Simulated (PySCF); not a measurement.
Platinum: a sound run and one with changed settings

Sound run: Pt²⁺ [Xe] 4f14 5d8, Pt³⁺ [Xe] 4f14 5d7. All numbers are calculated (PySCF 2.14, scalar relativity through the core potential, in cc-pVTZ-PP with ECP60MDF (5s5p4d2f1g, 63 functions)). The sound run starts from symmetry-adapted Hartree-Fock orbitals and uses a fine grid where one is needed.

A second run was set up differently.

```json
{"species": "Pt²⁺", "method": "UHF", "sound run (hartree)": "-117.61747", "changed run (hartree)": "-117.61747", "converged": "yes"}
{"species": "Pt²⁺", "method": "MN15", "sound run (hartree)": "-118.13227", "changed run (hartree)": "-118.16226", "converged": "yes"}
{"species": "Pt²⁺", "method": "M06-2X", "sound run (hartree)": "-118.24553", "changed run (hartree)": "-118.24627", "converged": "yes"}
{"species": "Pt³⁺", "method": "UHF", "sound run (hartree)": "-116.54812", "changed run (hartree)": "-116.54812", "converged": "yes"}
{"species": "Pt³⁺", "method": "MN15", "sound run (hartree)": "-116.98331", "changed run (hartree)": "-117.01625", "converged": "yes"}
{"species": "Pt³⁺", "method": "M06-2X", "sound run (hartree)": "-117.10160", "changed run (hartree)": "-117.09631", "converged": "yes"}
```

Ionisation energy of Pt²⁺:

| method | sound run (eV) | changed run (eV) |
| --- | --- | --- |
| UHF | 29.099 | 29.099 |
| MN15 | 31.265 | 31.185 |
| M06-2X | 31.128 | 31.292 |

Problem. What was changed?
A. radial grid too coarse
B. all electrons correlated in a valence basis
C. a valence shell is frozen
D. basis contracted for another Hamiltonian

Solution. A. It used radial step 0.3 in ln r (0.13 in the sound run). A coarse radial grid mis-integrates the density and the exchange-correlation energy, with errors of either sign; Hartree-Fock needs no grid.
